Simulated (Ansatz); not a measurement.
Geometry optimisation, RKS PBE0-D4/def2-SVP (Ansatz).

input.yaml

```yaml
crystal:
  periodic: [false, false, false]
  atoms:
    - { symbol: Si, position_ang: [-0.794763, -2.3e-05, 0.185408] }
    - { symbol: H, position_ang: [1.48704, 0.000194, 1.562319] }
    - { symbol: F, position_ang: [1.928908, -0.000205, 0.751293] }
    - { symbol: F, position_ang: [-0.750288, 1.249747, -0.852913] }
    - { symbol: F, position_ang: [-0.750197, -1.249713, -0.853007] }
basis:
  gaussian: { orbitals: def2-SVP }
hamiltonian:
  xc: pbe0
  dispersion: d4
relax:
  f_tol: 0.03
  max_steps: 50
```

Command:

```bash
$ ansatz run input.yaml --threads 1 --pin off --max-ram 2048MiB --backend cpu --events-out ev --progress --plain --runs-dir out
```

Question: Where does it end, and by what steps?

Answer: The forces met the threshold. After 7 steps the energy has fallen by 0.089 eV; F3 moved furthest, 0.45 Å.

| step | energy less start (eV) | largest force component (eV/Å) | accepted |
| --- | --- | --- | --- |
| 0 | 0.0000 | 0.182 | yes |
| 1 | 0.0880 | 3.289 | no |
| 2 | -0.0234 | 0.688 | yes |
| 3 | -0.0412 | 1.151 | yes |
| 4 | -0.0679 | 1.133 | yes |
| 5 | -0.0876 | 0.253 | yes |
| 6 | -0.0860 | 0.231 | no |
| 7 | -0.0894 | 0.012 | yes |

```xyz
5
Properties=species:S:1:pos:R:3
Si -0.854 0.000 0.213
H 1.648 0.000 1.549
F 1.499 0.000 0.634
F -0.587 1.249 -0.802
F -0.587 -1.249 -0.802
```

Whether the end is a true minimum wasn't checked by a vibrational analysis.

Time of the run: 10 s on 1 thread of Intel(R) Xeon(R) Platinum 8488C (Sapphire Rapids), with other jobs on the host, peak memory 0.13 GiB.
